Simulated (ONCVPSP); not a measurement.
# Pseudopotential generation for Br: ONCV, PBEsol, scalar-relativistic.

| Item | Value |
| --- | --- |
| Element | bromine (Br) |
| Generator | ONCVPSP 4.0.1 |
| Type | optimised norm-conserving Vanderbilt (ONCV) |
| Functional | PBEsol |
| Relativity | scalar-relativistic |
| Frozen core | [Ar] |
| Valence charge | 17 |
| Reference configuration | 3d10 4s1.75 4p5.25 |
| Partial waves | 4s: rc 1.35 bohr, ncon 4, nbas 7, qcut 4 1/bohr, 1 projector; 4p: rc 1.70 bohr, ncon 3, nbas 7, qcut 4.5 1/bohr, 2 projectors, debl 1.8 Ha; 3d: rc 1.05 bohr, ncon 5, nbas 10, qcut 17.1 1/bohr, 2 projectors, debl 2.1 Ha |
| Local potential | polynomial inside 1.05 bohr (lpopt 3, dvloc0 3 Ha) |
| Core correction | Teter function, fcfact 5.5, rcfact 1.6 |

In the d channel the program set the typed energies aside and used -2.466, 0.250 Ha.

Poles of the logarithmic derivatives, all-electron (AE) and pseudo (PS). s: poles at 3.9 (AE) and 1.2 (PS) Ha. p: poles at 2.0 (AE) and 2.0 (PS) Ha. d: poles at -1.7 (AE) and -1.7 (PS) Ha. Test radii: s 1.37, p 1.72, d 1.07 bohr.

- Cutoffs needed: 116 Ha and 129 Ha (the cutoffs (Ha) at which the residual kinetic energy of the hardest occupied pseudo-wave falls to 1 and 0.1 mHa per electron)
- Ghost test: no bound ghost flagged; GHOST(+) flagged for s at 37.5 eV
- Largest excitation error: -302 meV (all-electron minus pseudo) for 3d9 4s2 4p6, out of 4 test configurations
- rms error of d²Exc/dni dnj: 7.71 mHa without and 1.60 mHa with the model core
